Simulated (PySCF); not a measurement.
PySCF input (M06-2X/6-31G* with LANL2DZ past Ar (5d)):

```python
from pyscf import gto, dft

mol = gto.M(
    atom='''
    Sn   -0.18070202   -0.06619543    0.31402801
    F     1.82466234    0.14524483    0.28065493
    F    -0.25944832   -1.35532571   -1.23492295
    F    -0.56131392    1.57783327   -0.79033206
    ''',
    basis={'default': '6-31g*', 'Sn': 'lanl2dz'},
    ecp={'Sn': 'lanl2dz'},
    charge=-1,
    spin=0,
    verbose=4,
)

mf = dft.RKS(mol, xc='m062x')
mf.grids.level = 4
mf.conv_tol = 1e-9
mf.max_cycle = 100
mf.max_memory = 1500
mf.kernel()
if not mf.converged:
    mf = mf.newton()
    mf.kernel(mf.make_rdm1())
mf.dip_moment()
```

Problem. What final total energy does it give?

Solution. -302.93374 Eh.
